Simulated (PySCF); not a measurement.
## Radial density of Li⁺ (lithium, charge +1)

UHF, 1s2, closed-shell 1S. Computed with PySCF 2.14 in aug-cc-pVQZ, with no relativity, point nucleus.

| r (bohr) | 4πr²ρ (e/bohr) |
| --- | --- |
| 0.00938 | 0.01430 |
| 0.0158 | 0.03887 |
| 0.0265 | 0.1032 |
| 0.0446 | 0.2621 |
| 0.0751 | 0.6196 |
| 0.126 | 1.298 |
| 0.212 | 2.237 |
| 0.357 | 2.814 |
| 0.601 | 2.142 |
| 1.01 | 0.7301 |
| 1.70 | 0.06639 |
| 2.86 | 0.0006396 |
